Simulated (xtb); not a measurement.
FS (SMILES F[S]), doublet, geometry from GFN2-xTB; GFN2-xTB in xtb.

The xtb input:
```
$ xtb coord --gfn 2 --uhf 1 --json

# file coord
$coord
     -0.0000000000      -0.0000000000      -1.1065042068  s
      0.0000000000       0.0000000000       1.9671186108  f
$end
```

What the program printed (banner, timings and long lists left out):

```
   ID    Z sym.   atoms
    1   16 s      1
    2    9 f      2

           -------------------------------------------------
          |                Calculation Setup                |
           -------------------------------------------------

           -------------------------------------------------
          |                 G F N 2 - x T B                 |
           -------------------------------------------------

          ...................................................
          :                      SETUP                      :
          :.................................................:
          :  # basis functions                  14          :
          :  # atomic orbitals                  13          :
          :  # shells                            5          :
          :  # electrons                        13          :
          :  max. iterations                   250          :
          :  Hamiltonian                  GFN2-xTB          :
          :  restarted?                      false          :
          :  GBSA solvation                  false          :
          :  PC potential                    false          :
          :  electronic temp.          300.0000000     K    :
          :  accuracy                    1.0000000          :
          :  -> integral cutoff          0.2500000E+02      :
          :  -> integral neglect         0.1000000E-07      :
          :  -> SCF convergence          0.1000000E-05 Eh   :
          :  -> wf. convergence          0.1000000E-03 e    :
          :  Broyden damping             0.4000000          :
          :  net charge                          0          :
          :  unpaired electrons                  1          :
          ...................................................

 iter      E             dE          RMSdq      gap      omega  full diag
   1     -7.9180087 -0.791801E+01  0.943E+00    3.81       0.0  T
   2     -7.9226685 -0.465986E-02  0.313E+00    3.68       1.0  T
   3     -7.9229429 -0.274368E-03  0.111E+00    3.58       1.0  T
   4     -7.9229791 -0.361940E-04  0.314E-01    3.55       1.0  T
   5     -7.9229837 -0.459448E-05  0.698E-02    3.56       1.0  T
   6     -7.9229840 -0.275495E-06  0.526E-02    3.56       1.3  T
   7     -7.9229842 -0.262094E-06  0.195E-03    3.56      36.3  T
   8     -7.9229842 -0.592185E-09  0.963E-04    3.56      73.4  T
   9     -7.9229842 -0.433670E-09  0.392E-05    3.56    1801.8  T

   *** convergence criteria satisfied after 9 iterations ***

         :::::::::::::::::::::::::::::::::::::::::::::::::::::
         ::                     SUMMARY                     ::
         :::::::::::::::::::::::::::::::::::::::::::::::::::::
         :: total energy              -7.919661978821 Eh    ::
         :: gradient norm              0.000000070461 Eh/a0 ::
         :: HOMO-LUMO gap              3.562231112336 eV    ::
         ::.................................................::
         :: SCC energy                -7.922984226958 Eh    ::
         :: -> isotropic ES            0.005701526364 Eh    ::
         :: -> anisotropic ES         -0.000273234493 Eh    ::
         :: -> anisotropic XC          0.000010585272 Eh    ::
         :: -> dispersion             -0.000361787334 Eh    ::
         :: repulsion energy           0.003322248137 Eh    ::
         :: add. restraining           0.000000000000 Eh    ::
         :: total charge              -0.000000000000 e     ::
         :::::::::::::::::::::::::::::::::::::::::::::::::::::

           -------------------------------------------------
          |                Property Printout                |
           -------------------------------------------------

    * Orbital Energies and Occupations

         #    Occupation            Energy/Eh            Energy/eV
      -------------------------------------------------------------
         1        2.0000           -0.8433988             -22.9500
         2        2.0000           -0.7338072             -19.9679
         3        2.0000           -0.5639700             -15.3464
         4        2.0000           -0.5432107             -14.7815
         5        2.0000           -0.5432107             -14.7815
         6        1.5000           -0.4055021             -11.0343
         7        1.5000           -0.4055021             -11.0343 (HOMO)
         8                         -0.2745925              -7.4720 (LUMO)
         9                         -0.0216581              -0.5893
        10                         -0.0216581              -0.5893
        11                          0.0049879               0.1357
        12                          0.0049879               0.1357
        13                          0.3960172              10.7762
      -------------------------------------------------------------
                  HL-Gap            0.1309096 Eh            3.5622 eV
             Fermi-level           -0.3727747 Eh          -10.1437 eV

     #   Z          covCN         q      C6AA      α(0)
     1  16 s        0.787     0.159   132.796    19.492
     2   9 f        0.787    -0.159    10.818     3.885

 Mol. C6AA /au·bohr⁶  :        214.941519
 Mol. C8AA /au·bohr⁸  :       8756.121485
 Mol. α(0) /au        :         23.376815

Wiberg/Mayer (AO) data.
largest (>0.10) Wiberg bond orders for each atom

 ---------------------------------------------------------------------------
     #   Z sym  total        # sym  WBO       # sym  WBO       # sym  WBO
 ---------------------------------------------------------------------------
     1  16 s    1.161 --     2 f    1.161
     2   9 f    1.161 --     1 s    1.161
 ---------------------------------------------------------------------------

Topologies differ in total number of bonds
Writing topology from bond orders to xtbtopo.mol

molecular dipole:
                 x           y           z       tot (Debye)
 q only:        0.000       0.000      -0.488
   full:        0.000      -0.000      -0.387       0.985
molecular quadrupole (traceless):
                xx          xy          yy          xz          yz          zz
 q only:        0.210       0.000       0.210       0.000       0.000      -0.420
  q+dip:        0.828       0.000       0.828      -0.000      -0.000      -1.656
   full:        0.481       0.000       0.481      -0.000       0.000      -0.963

           -------------------------------------------------
          | TOTAL ENERGY               -7.919661978821 Eh   |
          | GRADIENT NORM               0.000000070461 Eh/α |
          | HOMO-LUMO GAP               3.562231112336 eV   |
           -------------------------------------------------

normal termination of xtb
```
